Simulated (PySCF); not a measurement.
Species: C5H3F3.
InChI=1S/C5H3F3/c6-5(7,8)3-4-1-2-4/h1-3H

Torsions of this conformer, `[F:1][C:2]([F:3])([F:4])[CH:5]=[C:6]1[CH:7]=[CH:8]1`: F1–C2–C5–C6 -119°.

The closed-shell ground state was solved at several levels (PySCF, density fitting, gas phase, non-relativistic). Geometry: PBE0-D3(BJ)/def2-SVP; no solvent, vibrations or thermal averaging.

| level | basis functions | total energy (Eh) | HOMO (eV) | LUMO (eV) | gap (eV) | dipole (D) |
| --- | --- | --- | --- | --- | --- | --- |
| B3LYP/pcJ-0 | 113 | -490.7701 | -6.81 | -1.47 | 5.34 | 4.65 |
| PBE0/cc-pVDZ | 127 | -491.2801 | -6.65 | -0.94 | 5.71 | 4.54 |
| PBE0/pcSseg-2 | 330 | -491.4514 | -6.86 | -1.26 | 5.60 | 4.83 |
| KT2/pcJ-1 | 246 | -499.1319 | -5.73 | -2.19 | 3.54 | 4.57 |
| PBE0/def2-TZVP | 266 | -491.4547 | -6.81 | -1.18 | 5.63 | 4.75 |
| CAM-B3LYP/def2-SVPD | 193 | -491.2493 | -8.18 | -0.08 | 8.10 | 4.97 |

Q: What might BHandHLYP/pcJ-1 (246 basis functions) give for the same quantities?

A: Total energy -491.5280 Eh, HOMO -7.77 eV, LUMO 0.01 eV, gap 7.78 eV, dipole 5.01 D.

Q: Over all these levels, which gives the widest orbital gap and which the narrowest?

A: CAM-B3LYP/def2-SVPD (range-separated hybrid) has the widest, 8.10 eV, and KT2/pcJ-1 (GGA) the narrowest, 3.54 eV. Functional and basis both differ between the two, so the spread mixes both effects.

Q: How much does the basis alone move the frontier levels among the 3 PBE0 rows?

A: The HOMO by 0.21 eV and the LUMO by 0.32 eV. By rising basis size (HOMO, LUMO in eV): cc-pVDZ -6.65, -0.94; def2-TZVP -6.81, -1.18; pcSseg-2 -6.86, -1.26.

Q: How far do the dipole and the HOMO energy spread over the levels?

A: The dipole runs from 4.54 to 5.01 D (mean 4.76 D) and the HOMO from -8.18 to -5.73 eV.
